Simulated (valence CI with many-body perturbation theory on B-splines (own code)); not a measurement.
**Nd XL: calculated level list**

Computed by relativistic CI+MBPT: three valence electrons over a frozen Dirac-Fock core [Ar], radial functions for each j: 7 s, 7 p, 8 d, 6 f, 4 g, 1 h, with the one-electron correlation potential Σ1 (screened to all orders), the two-electron term Σ2, the three-electron term Σ3, Breit, model QED; selected single and double excitations, second order for the rest, scaled by the run's own slope (own B-spline code, finite nucleus).

No measured spectrum was set against this ion. As an estimate, large intervals hold to a few tenths of a per cent, small ones and those within an open d or f shell to about a per cent. Only levels of the ground parity were solved; by the run's estimate the other parity begins above the list, which can be wrong where configurations are misplaced.

Levels 1 to 19 of 19, with energies above the lowest level, (3d3/2^3) J=3/2. "Leading %" is the weight of the configuration and term that name the level; weights of strongly mixed levels are sums over their largest components and can fall short, so below about 35 % the name and the second component can differ from the true leading terms, or belong to a minority configuration. In the jj column 3d3/2^4 stands for four electrons in 3d with j = 3/2. Lifetimes count E1, E2, E3, M1 and M2 decay at the calculated energies, and are blank where another channel may lead or the interval is too uncertain; long ones can be off by a factor of two.

```csv
No.,Configuration,Term,J,E (eV),Leading %,Leading jj,Second component,Lifetime
1,3d3,4F,3/2,0.000,56,3d3/2^3 (95 %),33 % 3d3 2D,
2,3d3,4F,5/2,20.810,87,3d3/2^2 3d5/2 (97 %),12 % 3d3 2D,7.64 μs
3,3d3,4P,3/2,26.375,40,3d3/2^2 3d5/2 (96 %),30 % 3d3 2P,8.48 μs
4,3d3,4F,7/2,27.805,47,3d3/2^2 3d5/2 (90 %),42 % 3d3 2G,301 μs
5,3d3,2G,9/2,28.941,43,3d3/2^2 3d5/2 (96 %),38 % 3d3 2H,143 ms
6,3d3,4P,1/2,30.046,61,3d3/2^2 3d5/2 (99 %),39 % 3d3 2P,23.1 μs
7,3d3,4P,5/2,44.596,59,3d3/2^2 3d5/2 (78 %),26 % 3d3 2D,24.8 μs
8,3d3,4F,7/2,49.057,52,3d3/2 3d5/2^2 (94 %),45 % 3d3 2G,3.59 μs
9,3d3,4F,9/2,51.807,53,3d3/2 3d5/2^2 (92 %),45 % 3d3 2H,6.24 μs
10,3d3,4P,3/2,55.777,42,3d3/2 3d5/2^2 (99 %),40 % 3d3 2D,2.59 μs
11,3d3,2P,1/2,57.860,61,3d3/2 3d5/2^2 (99 %),39 % 3d3 4P,4.36 μs
12,3d3,2H,11/2,59.526,100,3d3/2 3d5/2^2 (100 %),,14.1 μs
13,3d3,2D,5/2,61.241,64,3d3/2 3d5/2^2 (77 %),15 % 3d3 2F,6.05 μs
14,3d3,2F,5/2,64.916,47,3d3/2 3d5/2^2 (94 %),33 % 3d3 2D,7.86 μs
15,3d3,2F,7/2,66.952,86,3d3/2 3d5/2^2 (96 %),13 % 3d3 2G,9.75 μs
16,3d3,2D,3/2,78.053,50,3d3/2 3d5/2^2 (67 %),39 % 3d3 2P,3.62 μs
17,3d3,2G,9/2,79.349,55,3d5/2^3 (95 %),28 % 3d3 4F,2.77 μs
18,3d3,2D,3/2,92.364,73,3d5/2^3 (68 %),19 % 3d3 2P,2.69 μs
19,3d3,2D,5/2,98.789,65,3d5/2^3 (90 %),23 % 3d3 2F,1.76 μs
```

The ionisation energy to 3d2 3F_2 of the next ion comes out as 2862.4 eV (NIST: 2861 ± 4 eV (theoretical)). All 19 levels together are meant to be complete up to 102.740 eV.
